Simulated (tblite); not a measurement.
Species: C6H11AsBN.
Numbering: `[CH3:1][AsH2+:2][BH2-:3][CH2:4][C:5]#[C:6][CH2:7][C:8]#[N:9]` (hydrogens: H10, H11, H12 on C1; H13, H14 on As2; H15, H16 on B3; H17, H18 on C4; H19, H20 on C7)
Bond orders are those of one Lewis drawing.

Computed with GFN2-xTB (tblite), gas phase: L-BFGS steps from a force-field or distance-geometry start until the largest atomic force falls under 0.01 eV/Å.

Step 13: E = -676.3216 eV
```
atom  x, y, z in Å  |  force x, y, z in eV/Å
C1     -3.0546   -0.9458    0.4876   -0.019  -0.014   0.047
As2    -1.1738   -1.3867    0.2138    0.119  -0.090   0.034
B3     -0.6655   -0.6735   -1.6916    0.029  -0.022  -0.117
C4     -0.3529    0.9175   -1.4474   -0.042  -0.009  -0.024
C5      0.8853    1.1049   -0.7279    0.011   0.031  -0.028
C6      1.9362    1.2564   -0.1678   -0.067  -0.014  -0.021
C7      3.2123    1.4381    0.5106    0.027   0.006   0.025
C8      3.3338    0.5042    1.6034   -0.048   0.026  -0.061
N9      3.4053   -0.2395    2.4679   -0.008  -0.067   0.075
H10    -3.4546   -1.2890    1.4384   -0.005  -0.016   0.068
H11    -3.1719    0.1389    0.4160   -0.014  -0.055   0.007
H12    -3.6171   -1.4036   -0.3308   -0.001   0.040   0.061
H13    -1.1615   -2.8307    0.5938   -0.091   0.052  -0.014
H14    -0.5680   -0.9520    1.5006   -0.067   0.040  -0.018
H15     0.2471   -1.3079   -2.0978    0.085   0.010  -0.017
H16    -1.6896   -0.8921   -2.2719    0.003   0.052  -0.016
H17    -0.2851    1.4432   -2.4035    0.035  -0.006   0.039
H18    -1.1579    1.4017   -0.8746    0.008  -0.001  -0.031
H19     3.2914    2.4552    0.9070    0.002   0.068   0.036
H20     4.0360    1.2713   -0.1900    0.045  -0.028  -0.046
```

Step 14: E = -676.3243 eV
```
atom  x, y, z in Å  |  force x, y, z in eV/Å
C1     -3.0527   -0.9473    0.4903   -0.051   0.008   0.025
As2    -1.1700   -1.3904    0.2163    0.056  -0.016  -0.040
B3     -0.6628   -0.6707   -1.6994    0.015  -0.071  -0.067
C4     -0.3517    0.9161   -1.4482   -0.046   0.019  -0.051
C5      0.8860    1.1058   -0.7306   -0.006   0.015  -0.007
C6      1.9351    1.2567   -0.1680   -0.020  -0.006   0.003
C7      3.2109    1.4381    0.5105    0.042   0.009   0.021
C8      3.3330    0.5041    1.6029   -0.059   0.041  -0.077
N9      3.4036   -0.2394    2.4672   -0.003  -0.091   0.102
H10    -3.4540   -1.2896    1.4416    0.010  -0.016   0.055
H11    -3.1758    0.1373    0.4167    0.021  -0.064   0.024
H12    -3.6202   -1.4010   -0.3276    0.027   0.015   0.071
H13    -1.1648   -2.8296    0.5986   -0.085  -0.005   0.001
H14    -0.5705   -0.9540    1.5032   -0.050   0.047   0.008
H15     0.2506   -1.3067   -2.1006    0.079   0.013  -0.025
H16    -1.6884   -0.8907   -2.2760    0.012   0.051  -0.011
H17    -0.2828    1.4461   -2.4004    0.033   0.005  -0.021
H18    -1.1575    1.4003   -0.8786   -0.015   0.002   0.007
H19     3.2921    2.4548    0.9073   -0.006   0.073   0.036
H20     4.0349    1.2709   -0.1894    0.046  -0.029  -0.054
```

Question: Estimate the geometry and energy of step 15. (The exact step hangs on the optimiser's Hessian estimate; all steps are aligned on step 14, rigid shifts and turns removed.)

Answer: E = -676.3264 eV, largest force 0.094 eV/Å
```
atom  x, y, z in Å  |  force x, y, z in eV/Å
C1     -3.0520   -0.9485    0.4932   -0.035   0.007   0.018
As2    -1.1663   -1.3934    0.2175   -0.018   0.044  -0.079
B3     -0.6603   -0.6696   -1.7072    0.013  -0.073  -0.020
C4     -0.3514    0.9154   -1.4498   -0.024   0.027  -0.051
C5      0.8862    1.1067   -0.7329   -0.014   0.002   0.010
C6      1.9339    1.2570   -0.1680    0.021   0.005   0.020
C7      3.2106    1.4385    0.5107    0.035   0.011   0.009
C8      3.3313    0.5035    1.6026   -0.049   0.020  -0.042
N9      3.4021   -0.2400    2.4674   -0.009  -0.059   0.061
H10    -3.4532   -1.2905    1.4452    0.024  -0.014   0.041
H11    -3.1787    0.1352    0.4179    0.043  -0.047   0.038
H12    -3.6226   -1.3990   -0.3239    0.032  -0.015   0.062
H13    -1.1688   -2.8286    0.6034   -0.078  -0.051   0.010
H14    -0.5737   -0.9558    1.5056   -0.034   0.053   0.022
H15     0.2550   -1.3056   -2.1038    0.069   0.013  -0.032
H16    -1.6872   -0.8888   -2.2799    0.013   0.040  -0.014
H17    -0.2802    1.4491   -2.3986    0.024   0.012  -0.064
H18    -1.1575    1.3991   -0.8817   -0.030  -0.001   0.025
H19     3.2926    2.4559    0.9082   -0.008   0.044   0.023
H20     4.0349    1.2701   -0.1901    0.026  -0.021  -0.035
```

The energy changes by -0.0020 eV. The first-order estimate −F·Δx gives -0.0028 eV and the mean of the old and new forces, exact on a quadratic surface, -0.0020 eV. The step makes an angle of 61° with the force vector and moves no atom by more than 0.008 Å.

What follows is the cost of the whole relaxation. On one thread, Intel Xeon at 2.70 GHz (x86_64), on a shared host, this took 2.9 s wall.
